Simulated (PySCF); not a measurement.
Here is a job for PySCF.
```python
from pyscf import gto, scf
from pyscf.prop import polarizability

mol = gto.M(
    atom='''
Ge    0.17820493   -0.97952960    0.10829729
Br    0.81806829    1.27700871    0.09018701
S    -2.00414445   -0.70869642   -0.39150633
H    -2.26863656   -2.01121513   -0.35795711
''',
    basis='cc-pvdz',
    verbose=3,
)

mf = scf.RHF(mol)
mf.kernel()
alpha = mf.Polarizability().polarizability()[2, 2]
print('alpha_zz =', alpha)
```

Q: What total energy does HF/cc-pVDZ, polarisability run with PySCF give?

A: -5045.9093 Eh

Q: Estimate the HOMO energy that HF/cc-pVDZ, polarisability returns for this input.

A: -9.61 eV

Q: Predict the nuclear repulsion energy from HF/cc-pVDZ, polarisability.

A: 474.6076 Eh

Q: Predict the Mulliken (on the basis functions themselves) charges in atom order from HF/cc-pVDZ, polarisability.

A: Ge1 0.54, Br2 -0.34, S3 -0.28, H4 0.09
